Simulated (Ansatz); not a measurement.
Be4O4H16. The state is a singlet with charge 0. Geometry r2SCAN-D4/def2-SVP, basis def2-TZVP, Ansatz.

Cartesian coordinates in Å:
```
O -0.601 -0.750 -1.961
O 1.540 0.856 1.288
O 0.145 -1.988 0.887
O -1.084 1.882 -0.215
Be -1.908 -0.902 -1.044
Be 1.447 -1.857 -0.039
Be 0.210 2.045 -1.147
Be 0.251 0.713 2.230
H -0.287 0.176 -2.255
H 0.200 -1.365 -1.817
H 2.053 0.025 0.991
H 1.564 1.566 0.554
H -0.778 -2.092 0.462
H 0.076 -1.455 1.755
H -1.840 1.254 -0.492
H -0.988 1.891 0.801
H -1.968 -2.060 -0.283
H -2.696 0.236 -0.940
H 1.260 -2.175 -1.376
H 2.531 -1.221 0.548
H 1.359 2.473 -0.498
H 0.092 1.518 -2.425
H -0.654 1.762 2.161
H 0.078 -0.533 2.814
```

| run | HOMO (eV) | LUMO (eV) |
| --- | --- | --- |
| A | -7.19 | -1.79 |
| B | -7.07 | -1.52 |
| C | -8.05 | -1.06 |
| D | -9.46 | -0.14 |
| E | -6.75 | -1.73 |
| F | -6.79 | -1.89 |

In the singlet geometry the species has come apart into loosely held pieces.

**Question.** The runs used B97M-V, CAM-B3LYP, PBE, PBE0, r2SCAN, revPBE. Estimate which is which.

**Answer.** A B97M-V (0 % exact exchange); B r2SCAN (0 % exact exchange); C PBE0 (25 % exact exchange); D CAM-B3LYP (range-separated); E revPBE (0 % exact exchange); F PBE (0 % exact exchange). Exact exchange lowers occupied and raises empty levels; among semilocal functionals meta-GGAs tend to open the gap a little, and such runs are hard to tell apart. The gap grows from 4.90 eV (PBE) to 9.31 eV (CAM-B3LYP).
